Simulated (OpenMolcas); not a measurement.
# SiAsNH6: a line through the functionals

The species is SiAsNH6 (9 atoms), meant as a singlet with charge 0. As SMILES, `N[AsH][SiH3]`. Geometry: relaxed at PBE0-D4/def2-TZVP. This is one conformer, not always the lowest.

The vertical ionisation energy (to the doublet cation) y, in eV, basis def2-SVP; a is the functional's share of exact exchange. Programs: OpenMolcas 26.06.

```
functional     program     a  y (eV)
       PBE  OpenMolcas     0    8.87
      TPSS  OpenMolcas     0    8.92
     B3LYP  OpenMolcas   0.2       ?
      PBE0  OpenMolcas  0.25    9.13
     BHLYP  OpenMolcas   0.5    9.19
```

Question: Fit y = c + s·a to the known rows and predict B3LYP.

Answer: 
1. Means of the 4 rows: a = 0.1875, y = 9.027.
2. Σ(Δa)² = 0.17188, Σ(Δa·Δy) = 0.10688, so the slope is 0.10688/0.17188 = 0.62183.
3. Intercept: 9.027 − (0.62183) × 0.1875 = 8.910. The largest residual of the fit is 0.064.
4. B3LYP: 8.910 + (0.62183) × 0.2 = 9.03 eV.

The run gave 9.08 eV, so the prediction is off by -0.05 eV, within the largest residual.
